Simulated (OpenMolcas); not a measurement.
**C⁺: effect of the level shift or regulariser**

```yaml
Program: OpenMolcas
Basis: ANO-RCC-VTZP [4s3p2d1f]
Scalar_Hamiltonian: DKH2, point nucleus
Active_space: 3 electrons in 4 orbitals (2s 2p)
State_averaging: 2S+1 = 4 odd, 1 root; 2S+1 = 2 odd, 11 roots; 2S+1 = 4 even, 3 roots; 2S+1 = 2 even, 9 roots
Spin-orbit_coupling: RASSI with atomic mean-field integrals over the reference wave functions, term energies averaged over their components
```

Methods on the same reference wave functions:
A. CASSCF
B. MS-CASPT2, IPEA 0.25 Eh, imaginary shift 0.1 Eh (closed shells correlated: 1s)
C. MS-CASPT2, IPEA 0.25 Eh, real shift 0.2 Eh (closed shells correlated: 1s)

Energies in eV above 2s² 2p ²P°_1/2, the measured ground level; measured values from NIST Handbook of Basic Atomic Spectroscopic Data.

```tsv
Level	A	B	C	Measured
2s² 2p ²P°_1/2	0.0000	0.0000	0.0000	0.0000
2s² 2p ²P°_3/2	0.0071	0.0071	0.0071	0.0079
2s 2p² ⁴P_1/2	4.6397	5.126	5.122	5.3317
2s 2p² ⁴P_3/2	4.6423	5.129	5.125	5.3345
2s 2p² ⁴P_5/2	4.6465	5.133	5.129	5.3380
2s 2p² ²D_3/2	10.0297	9.310	9.325	9.2905
2s 2p² ²D_5/2	10.0297	9.310	9.325	9.2901
2s 2p² ²S_1/2	12.7372	12.085	12.117	11.9637
2s 2p² ²P_1/2	15.0409	14.035	14.040	13.7156
2s 2p² ²P_3/2	15.0458	14.040	14.045	13.7208
2p³ ⁴S°_3/2	17.2947	17.465	17.462	17.6091
2p³ ²D°_3/2	20.0634	18.921	18.945	18.6555
2p³ ²D°_5/2	20.0635	18.921	18.945	18.6549
2p³ ²P°_1/2	22.9560	21.575	21.598	20.9198
2p³ ²P°_3/2	22.9563	21.575	21.598	20.9221
```

Deviations, from unrounded energies. A percentage is the sum of absolute deviations over the sum of measured energies, with the sign that they share, or ± where signs differ.

```tsv
Against measurement	Levels	A	B	C
mean absolute deviation (cm-1)	14	8200	2000	2100
fine structure of the ground term (%)	1	-10.2	-9.6	-9.7
other configurations (%)	13	±8.3	±2.0	±2.1
```

B lies closest to measurement on these levels and A furthest from it. The largest miss of B in the table is 2p³ ²P°_1/2, by +5300 cm-1. The ranking rests on the paired levels alone, and a cruder setting can come out closer through cancelling errors.

Between B and C the level of the table that moves most is 2s 2p² ²S_1/2, by 260 cm-1 (lowest in B, highest in C). Moves below CASPT2's spread within the term are not significant.

The mean deviations of B to C differ by less than CASPT2's widest spread within a term (850 cm-1), so their order carries little weight.

The lowest spin-free term lies below A's lowest term by 0.040 hartree in B, 0.040 hartree in C.

CASPT2 does not keep the components of a term degenerate, so their means are used; among the terms shown or strongly mixed into the levels shown the widest spread is 850 cm-1 (2p³ ²D°, B). Without dynamic correlation excited terms often stand tens of per cent too high (terms of higher spin than the ground term too low), and those without a measured partner can miss by more than the paired ones (holds for A). Computed and measured levels are paired by configuration, term and J; levels that our copy of the source lacks, or whose pairing is in doubt (as where it misses far off the trend of its configuration), stay unpaired and out of the deviations. Only configurations of the active space appear.

° marks odd parity.
